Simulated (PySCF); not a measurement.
CH₈N₂OSi. Atoms are numbered in the order given.

```xyz
13

C      2.0384    -0.5858     1.1129
N      1.1735     0.1956     0.2531
Si    -0.5211    -0.0101     0.0481
N     -1.1506     1.5171    -0.4095
O     -1.0681    -1.0080    -1.1805
H      1.4303    -1.1153     1.8640
H      2.7516     0.0499     1.6676
H      2.6257    -1.3505     0.5691
H      1.6631     0.7555    -0.4377
H     -0.9672    -0.6374     1.3329
H     -2.0196     1.5951    -0.9237
H     -0.8916     2.3725     0.0654
H     -1.1427    -1.9387    -0.9500
```
Charge 0, spin multiplicity 1.

Coordinates come from a ωB97X-D3(BJ)/def2-SVP optimisation. The structure was generated by enumeration; whether it is a known compound was not checked. Other conformers were not sampled.

Calculation: SMD-M06-2X/def2-SVP in PySCF.

Solvation free energies are E(SMD) − E(gas) at the gas-phase geometry, for 1 M in both phases. In vacuum the dipole moment is 0.86 D.

```
solvent        ΔG(solv) (kcal/mol)  its non-electrostatic (CDS) part  dipole (D)
-------------  -------------------  --------------------------------  ----------
water                          ___                               ___         ___
acetonitrile                  -5.7                               0.9        0.99
chlorobenzene                 -4.3                               0.3        0.96
```

### Question
Complete the blanks. (Estimate from the structure and the level; the computed values follow.)

### Answer

- water, ΔG(solv) (kcal/mol): -5.2
- water, its non-electrostatic (CDS) part: 4.1
- water, dipole (D): 1.14
